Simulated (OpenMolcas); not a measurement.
**Sb⁺: Slater's ratio, thermal populations, the spin-orbit constant, worked from levels**

```yaml
Program: OpenMolcas
Basis: ANO-RCC-VDZP [6s5p3d1f]
Scalar_Hamiltonian: DKH2, point nucleus
Active_space: 2 electrons in 3 orbitals (5p)
State_averaging: 2S+1 = 3 even, 3 roots; 2S+1 = 1 even, 6 roots
Spin-orbit_coupling: state interaction with AMFI integrals over the reference wave functions, term energies averaged over their components
```

Methods: CASSCF; SS-CASPT2, IPEA 0.25 Eh, imaginary shift 0.1 Eh (closed shells correlated: 4d 5s). Measured levels: NIST Handbook of Basic Atomic Spectroscopic Data.

**Slater's ratio.** With one set of orbitals, p2 has 1D - 3P = 6 F2 and 1S - 1D = 9 F2 (F2 = F²/25), a ratio of 3/2. Term energies are centres of gravity, weighted by 2J + 1.

| Source | 1D - 3P | 1S - 3P | F2 from the first | Ratio |
| --- | --- | --- | --- | --- |
| CASSCF | 10529 | 24472 | 1755 | 1.324 |
| SS-CASPT2 | 9826 | 21766 | 1638 | 1.215 |
| measured | 8628 | 19744 | 1438 | 1.288 |

Energies in cm-1. A ratio away from 3/2 shows effects beyond one configuration with one set of orbitals, and in heavier atoms second-order spin-orbit shifts.

**Thermal populations.** Z = Σ (2J + 1) exp(-E/kT) with k = 0.695035 cm-1/K, over the levels below. No other level of either list lies under 51700 cm-1, which is above 7 kT at each temperature.

```csv
Level,2J + 1,SS-CASPT2,measured
5s2 5p2 3P0,1,0.0,0.0
5s2 5p2 3P1,3,2760,3055
5s2 5p2 3P2,5,5510,5658
5s2 5p2 1D2,5,13800,12790
5s2 5p2 1S0,1,25740,23906
```

```json
{"T (K)": "3000", "Z, SS-CASPT2": "2.161", "Z, measured levels": "2.035", "Ground level (%), SS-CASPT2": "46.3", "Ground level (%), measured levels": "49.1"}
{"T (K)": "5000", "Z, SS-CASPT2": "3.475", "Z, measured levels": "3.354", "Ground level (%), SS-CASPT2": "28.8", "Ground level (%), measured levels": "29.8"}
{"T (K)": "8000", "Z, SS-CASPT2": "5.110", "Z, measured levels": "5.054", "Ground level (%), SS-CASPT2": "19.6", "Ground level (%), measured levels": "19.8"}
```

At 8000 K, kT = 5560 cm-1, and the computed levels give Z = 1.000 + 1.826 + 1.856 + 0.418 + 0.010 = 5.110.

**The spin-orbit constant.** For the Hund term 3P of p2, E(J) = (A/2) J(J+1) + constant and ζ = 2S·A = 2A. From J = 0 to J = 2 the energy changes by 3 A.

| Source | E(2) - E(0) | A | ζ |
| --- | --- | --- | --- |
| CASSCF | 5481.4 | 1827.1 | 3654 |
| SS-CASPT2 | 5505.5 | 1835.2 | 3670 |
| measured | 5658.2 | 1886.1 | 3772 |

All in cm-1. SS-CASPT2 is off by -2.7 % and CASSCF by -3.1 %. Both methods take the spin-orbit matrix elements from the reference wave functions, so the second can move ζ only through the term energies and any multistate remixing. Second-order mixing with other terms is absorbed into this ζ.

CASPT2 does not keep the components of a term degenerate, so their means are used; among the terms shown or strongly mixed into the levels shown the widest spread is 91 cm-1 (5s2 5p2 1D, SS-CASPT2). With the s shell closed, the reference lacks s² → p² mixing. Measured partners are found by configuration, term and J. A level has none where our copy of the source lacks it or the pairing is in doubt (some pairs that miss far off the trend of their configuration count as doubtful), and it then counts in no deviation. Only configurations of the active space appear.
